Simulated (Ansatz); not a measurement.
Basis-set extrapolation for CBClF4O (`FB(Cl)OC(F)(F)F`) (PBE0-D4/def2-TZVP geometry, frozen core, Ansatz). Multiplicity 1, RHF reference.

```json
{"": "HF", "def2-TZVPP": "-995.100433", "def2-QZVPP": "-995.136361"}
{"": "MP2 correlation", "def2-TZVPP": "-1.645216", "def2-QZVPP": "-1.796657"}
{"": "CCSD(T) correlation", "def2-TZVPP": "-1.720172", "def2-QZVPP": "not run"}
```

Energies in hartree. Use E(X) = E(∞) + A·exp(−7.88·√X) for Hartree–Fock and E(X) = E(∞) + B·X^(−2.97) for correlation, with X = 3 and 4, and add CCSD(T) minus MP2 of the smaller set to the MP2 limit.

Question: What is the CCSD(T) energy at the basis-set limit?

Answer: HF limit: -995.136361 + (-0.035928) × 0.13774 = -995.14131. MP2 limit: -1.796657 + (-0.151441) × 0.74074 = -1.90884. Higher-order term: -1.720172 − (-1.645216) = -0.07496. Total: -997.12511 hartree, 799.5 kJ/mol below CCSD(T)/def2-TZVPP.
